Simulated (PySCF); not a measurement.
PySCF 2.14 output of an unrestricted B3LYP calculation on a single atom or ion in x2c-QZVPPall (16s10p9d5f2g, 144 functions), with the spin-free X2C one-electron Hamiltonian (Gaussian nucleus):

```
SCF conv_tol = 1e-09
number electrons alpha = 38  beta = 35
    P. J. Stephens, F. J. Devlin, C. F. Chabalowski, and M. J. Frisch.,  J. Phys. Chem. 98, 11623 (1994)
cycle= 1 E= -15605.5895327477  delta_E= -0.0429  |g|= 0.328  |ddm|= 0.864
cycle= 2 E= -15605.5825574852  delta_E= 0.00698  |g|= 0.484  |ddm|= 1.19
cycle= 3 E= -15605.5984784567  delta_E= -0.0159  |g|= 0.014  |ddm|= 0.643
cycle= 4 E= -15605.5988461545  delta_E= -0.000368  |g|= 0.00603  |ddm|= 0.0548
cycle= 5 E= -15605.5990758829  delta_E= -0.00023  |g|= 0.00451  |ddm|= 0.0369
cycle= 6 E= -15605.5995536242  delta_E= -0.000478  |g|= 0.00447  |ddm|= 0.0952
cycle= 7 E= -15605.599754731  delta_E= -0.000201  |g|= 0.00296  |ddm|= 0.0504
cycle= 8 E= -15605.6000111382  delta_E= -0.000256  |g|= 0.00235  |ddm|= 0.0803
cycle= 9 E= -15605.6001797101  delta_E= -0.000169  |g|= 0.00107  |ddm|= 0.081
cycle= 10 E= -15605.6002033924  delta_E= -2.37e-05  |g|= 0.00142  |ddm|= 0.0595
cycle= 11 E= -15605.6002064319  delta_E= -3.04e-06  |g|= 0.000759  |ddm|= 0.0308
cycle= 12 E= -15605.6002093312  delta_E= -2.9e-06  |g|= 0.000271  |ddm|= 0.00986
cycle= 13 E= -15605.6002097306  delta_E= -3.99e-07  |g|= 3.59e-05  |ddm|= 0.00542
cycle= 14 E= -15605.6002097383  delta_E= -7.71e-09  |g|= 1.58e-05  |ddm|= 0.000771
cycle= 15 E= -15605.6002097384  delta_E= -1.2e-10  |g|= 1.18e-05  |ddm|= 0.000162
converged SCF energy = -15605.6002097384  <S^2> = 4.0594015  2S+1 = 4.1518196
```

The run itself started from symmetry-adapted Hartree-Fock orbitals and held the occupation by maximum overlap, on a logarithmic radial grid, so the iterations belong to that start.

Question: Which element, charge and spin multiplicity is this?

Answer: Ta (tantalum, neutral), multiplicity 4; the state was [Xe] 4f14 5d2 6s2 6p1, one real determinant (an excited configuration).

⟨L²⟩ = 14.80 against 20 for a pure G term, so this real determinant mixes terms. Spin-orbit coupling, absent here, splits the open shell strongly. ⟨S²⟩ = 4.06 against 3.75 shows spin contamination.
